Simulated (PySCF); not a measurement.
H3NbO4, SMILES [O]=[Nb]([OH])([OH])[OH], multiplicity 1. Atoms are numbered in the order given.

```xyz
8

Nb     0.0000     0.0000    -0.0222
O      0.0000     0.0000    -1.7320
O      1.5615     0.9016     0.5987
H      2.2928     1.3237     0.1325
O     -1.5615     0.9016     0.5987
H     -2.2928     1.3237     0.1325
O      0.0000    -1.8031     0.5987
H      0.0000    -2.6475     0.1325
```
Charge 0, spin multiplicity 1.

Coordinates come from a B3LYP-D3(BJ)/def2-SVP optimisation. The multiplicity is an assumed one; other spin states were not compared. The def2 effective core potentials stand for the cores of Nb; spin–orbit coupling is left out. One conformer was computed; it need not be the lowest.

Computed with CAM-B3LYP/def2-TZVP (PySCF).

Isolated molecule, no solvent.

```yaml
total_energy: -359.91920 hartree
point_group: C3v
highest_occupied_level: -10.78 eV
lowest_empty_level: 0.31 eV
orbital_gap: 11.09 eV
dipole_moment: 0.076 e·Å
quadrupole, principal values (traceless, Buckingham form, about the centre of nuclear charge): -15.82, 7.91, 7.91 D·Å
mean_static_polarisability: 49.4 bohr³ (7.32 Å³)
polarisability_principal_values: 47.7, 50.2, 50.2 bohr³
```
